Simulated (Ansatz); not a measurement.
Species: Bi$_{2}$, charge 0, multiplicity 1. 
Geometry from a B3LYP-D3(BJ)/def2-TZVP (Ansatz, a first-principles code) optimisation:
```xyz
2

Bi     0.0000     0.0000    -1.3195
Bi     0.0000     0.0000     1.3195
```
Charge 0, spin multiplicity 1.

Basis-set convergence of Hartree-Fock and CCSD(T) correlation energies (hartree) with Ansatz. Valence correlation only, unless marked. Spin-orbit coupling is left out. Frozen are the shells of the preceding noble gas and the d and f shells that filled before the atom's block. In def2 rows, elements after Kr have scalar-relativistic effective core potentials.

The Hartree-Fock reference is unstable (checked in the largest basis), which strains HF and MP2. 

```csv
basis,functions,E(HF),"E(corr, CCSD(T))"
def2-SVP,52,-427.14060,-0.19330
def2-TZVPP,100,-427.15110,-0.23492
def2-QZVPP,164,-427.15370,-0.24996
```

Extrapolating the two largest sets (X = 3 and 4) as X^-3: E(corr) = (64·(-0.24996) - 27·(-0.23492))/37 = -0.2609 Eh, an estimate of the basis-set limit. The largest set recovers 95.8 % of it, the smallest 74.1 %.
